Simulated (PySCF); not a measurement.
**Two-dimensional NMR puzzle**

Compound of formula C$_{5}$H$_{12}$O$_{2}$Si. Correlations simulated from computed shifts and the bond graph:

HSQC (one-bond C–H):
```
  δH    δC
2.61  47.1
2.40  37.4
1.17  20.6
```

COSY cross peaks (H two or three bonds apart, from the bond graph; peaks can be absent where the dihedral angle is near 90°):
```
  δH    δH
4.99  2.40
2.61  1.17
```

HMBC (two and three bonds, from the bond graph):
```
  δH                 δC
4.99        223.9, 37.4
2.61  223.9, 37.4, 20.6
2.40        223.9, 47.1
1.17  223.9, 47.1, 20.6
```

Carbons without hydrogens: δ 223.9.

[PySCF: GFN2-xTB structure; PBE0/pcSseg-1 with gauge-including orbitals; one computed conformer; gas phase; non-relativistic; averaged over atoms made equivalent by symmetry, fast rotation or ring inversion]

References, each an isolated molecule treated in the same way: $^{1}$H (σ = 31.72 ppm), $^{13}$C (σ = 186.93 ppm) vs TMS.

Exchangeable hydrogens are left out of these lists.

Question: Work out the connectivity.

Answer: `CC(C)C(=O)C[SiH2]O`.

Structure with atom numbers: `[CH3:1][CH:2]([CH3:3])[C:4](=[O:5])[CH2:6][SiH2:7][OH:8]` (H(Xn): hydrogen on atom n).

δC 223.9 is C4, a ketone carbonyl carbon. δC 47.1 is C2, an sp3 CH α to a carbonyl (δH 2.61). δC 37.4 is C6, an sp3 CH2 bonded to Si, α to a carbonyl (δH 2.40). δC 20.6 is C1/C3, a methyl carbon (δH 1.17). HMBC from δH 4.99 reaches the proton-free carbon C4. HMBC from δH 2.61 reaches the proton-free carbon C4. HMBC from δH 2.40 reaches the proton-free carbon C4. HMBC from δH 1.17 reaches the proton-free carbon C4. COSY links 4.99–2.40, 2.61–1.17.

This is the structure that produced the data.

OH and NH positions are those of a molecule without intermolecular hydrogen bonds; in solution they move with solvent, concentration and temperature, and exchange usually removes their couplings. Shifts are as computed. Against solution values, carbons near 30 ppm lie about +3 ppm off and those near 130 ppm about +5 ppm. Of 1309 compounds with measured shifts, 239 miss one by over three times the rms of a fit or turn the order of signals round; such compounds aren't used in these exercises.
